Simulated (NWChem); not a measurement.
System: TiN₃H₇S; SMILES [NH2][Ti]([NH2])([NH2])[SH]

Here is an NWChem input.

```
start job
memory heap 200 mb stack 900 mb global 1100 mb
geometry units angstroms
  Ti     0.348032     0.160243    -0.100349
  N      0.482529     1.681431     0.945112
  H      0.895807     2.583985     0.710445
  H      0.388374     1.625611     1.962495
  N      1.683609    -1.063090     0.260972
  H      2.200572    -1.126738     1.139342
  H      2.153879    -1.652775    -0.426332
  N      0.230400     0.549742    -1.901383
  H      0.894386     1.054173    -2.489889
  H     -0.469087     0.107967    -2.501945
  S     -1.684642    -0.841662     0.493104
  H     -2.302578     0.341029     0.346716
end
basis spherical
  * library def2-svp
end
dft
  xc xpbe96 cpbe96
  disp vdw 4
  iterations 150
end
driver
  maxiter 120
end
task dft optimize
```

Parts of the log:

```
             Northwest Computational Chemistry Package (NWChem) 7.3.0
             --------------------------------------------------------

 C1  symmetry detected

                             Geometry "geometry" -> ""
                             -------------------------

 Output coordinates in angstroms (scale by  1.889725989 to convert to a.u.)

  No.       Tag          Charge          X              Y              Z
 ---- ---------------- ---------- -------------- -------------- --------------
    1 Ti                  22.0000    -0.00213991     0.37076922    -0.00358612
    2 N                    7.0000     1.52766578     0.82890728     0.93177218
    3 H                    1.0000     1.67611330     1.60918075     1.57177818
    4 H                    1.0000     2.44190342     0.46945841     0.64538912
    5 N                    7.0000     0.02986127     0.97858407    -1.74726025
    6 H                    1.0000     0.87456310     1.19112461    -2.28030903
    7 H                    1.0000    -0.77161101     1.33335888    -2.26979837
    8 N                    7.0000    -1.54516632     0.87042935     0.87884204
    9 H                    1.0000    -1.84240295     1.80364115     1.16595435
   10 H                    1.0000    -2.33219801     0.22761353     0.99060464
   11 S                   16.0000    -0.01833625    -1.97021954    -0.08886804
   12 H                    1.0000     0.20756517    -2.01323246     1.23368661

 Effective nuclear repulsion energy (a.u.)     381.1854600265

                                Z-matrix (autoz)
                                --------

 Units are Angstrom for bonds and degrees for angles

      Type          Name      I     J     K     L     M      Value
      ----------- --------  ----- ----- ----- ----- ----- ----------
    1 Stretch                  1     2                       1.85070
    2 Stretch                  1     5                       1.84685
    3 Stretch                  1     8                       1.84642
    4 Stretch                  1    11                       2.34260
    5 Stretch                  2     3                       1.02003
    6 Stretch                  2     4                       1.02325
    7 Stretch                  5     6                       1.02119
    8 Stretch                  5     7                       1.02043
    9 Stretch                  8     9                       1.02062
   10 Stretch                  8    10                       1.02231
   11 Stretch                 11    12                       1.34240
   12 Bend                     1     2     3               128.81225
   13 Bend                     1     2     4               120.67270
   14 Bend                     1     5     6               125.14547
   15 Bend                     1     5     7               125.75235
   16 Bend                     1     8     9               128.70083
   17 Bend                     1     8    10               121.69835
   18 Bend                     1    11    12                89.71293
   19 Bend                     2     1     5               112.41912
   20 Bend                     2     1     8               112.47343
   21 Bend                     2     1    11               105.75312
   22 Bend                     3     2     4               108.31780
   23 Bend                     5     1     8               112.12531
   24 Bend                     5     1    11               107.13543
   25 Bend                     6     5     7               108.06077
   26 Bend                     8     1    11               106.38228
   27 Bend                     9     8    10               108.66144
   28 Torsion                  2     1     5     6          23.91498
   29 Torsion                  2     1     5     7        -143.00078
   30 Torsion                  2     1     8     9          59.42772
   31 Torsion                  2     1     8    10        -132.97222
   32 Torsion                  2     1    11    12          49.28821
   33 Torsion                  3     2     1     5          97.90564
   34 Torsion                  3     2     1     8         -29.79788
   35 Torsion                  3     2     1    11        -145.50858
   36 Torsion                  4     2     1     5         -63.18566
   37 Torsion                  4     2     1     8         169.11083
   38 Torsion                  4     2     1    11          53.40012
   39 Torsion                  5     1     8     9         -68.43104
   40 Torsion                  5     1     8    10          99.16902
   41 Torsion                  5     1    11    12         169.39688
   42 Torsion                  6     5     1     8         151.80258
   43 Torsion                  6     5     1    11         -91.84055
   44 Torsion                  7     5     1     8         -15.11318
   45 Torsion                  7     5     1    11         101.24370
   46 Torsion                  8     1    11    12         -70.50742
   47 Torsion                  9     8     1    11         174.75885
   48 Torsion                 10     8     1    11         -17.64109

  pbe96 is a nonlocal functional; adding pw91lda local functional.

                           NWChem Geometry Optimization
                           ----------------------------

[...]

      ----------------------
      Optimization converged
      ----------------------

  Step       Energy      Delta E   Gmax     Grms     Xrms     Xmax
  ---- ---------------- -------- -------- -------- -------- --------
@   50   -1415.33127550 -3.3D-08  0.00001  0.00000  0.00034  0.00127
                                     ok       ok       ok       ok

                                Z-matrix (autoz)
                                --------

 Units are Angstrom for bonds and degrees for angles

[...]
```

Level: PBE-D3(BJ)/def2-SVP. No frequency run checked for a minimum.
